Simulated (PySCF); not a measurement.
## Excitation energies in several basis sets

Compound: pentafluorochloroethane, C2ClF5.
SMILES: `FC(F)(F)C(F)(F)Cl`

TDDFT with PBE0 (PySCF), vertical singlets, core orbitals frozen in the response, spherical d and f functions. Isolated species at its PBE0-D3(BJ)/def2-SVP geometry, gas phase.

Problem. How do the low singlets change with the basis? Take 6-31G*, def2-SVP, 6-31+G*, def2-SVPD, aug-cc-pVDZ and def2-TZVP.

Solution. 

| basis | functions | diffuse | S1 (eV) | S2 (eV) | S3 (eV) | S4 (eV) | S5 (eV) | LUMO (eV) | α (au) |
| --- | --- | --- | --- | --- | --- | --- | --- | --- | --- |
| 6-31G* | 116 | no | 8.21 | 8.21 | 9.54 | 10.66 | 10.77 | 0.21 | 32.3 |
| def2-SVP | 116 | no | 8.57 | 8.59 | 10.04 | 10.55 | 10.78 | 0.52 | 30.3 |
| 6-31+G* | 148 | yes | 7.97 | 7.98 | 9.46 | 9.55 | 9.58 | -0.40 | 39.9 |
| def2-SVPD | 182 | yes | 7.98 | 7.98 | 9.52 | 9.79 | 9.81 | -0.42 | 43.7 |
| aug-cc-pVDZ | 188 | yes | 7.98 | 7.99 | 9.42 | 9.43 | 9.49 | -0.33 | 43.6 |
| def2-TZVP | 254 | no | 8.04 | 8.04 | 9.54 | 10.20 | 10.39 | -0.11 | 39.1 |

States are compared by their number. Against the largest diffuse basis here (aug-cc-pVDZ, itself not a converged limit), sets without diffuse functions differ by up to 0.59 eV in S1 and 1.28 eV in S5; the smaller diffuse sets differ by up to 0.02 and 0.32 eV. S1 is led by HOMO-1→LUMO (98%) in 6-31G* and by HOMO→LUMO (89%) in aug-cc-pVDZ. S1 is led by HOMO-1→LUMO (99%) in def2-SVP and by HOMO→LUMO (89%) in aug-cc-pVDZ. State by state, the largest deviation of a set without diffuse functions is S1 0.59, S2 0.60, S3 0.62, S4 1.22, S5 1.28 eV. The same number needn't mean the same state in each row. Against aug-cc-pVDZ the polarisability deviates by -26% in 6-31G*, -31% in def2-SVP, -8% in 6-31+G*, 0% in def2-SVPD, -10% in def2-TZVP.
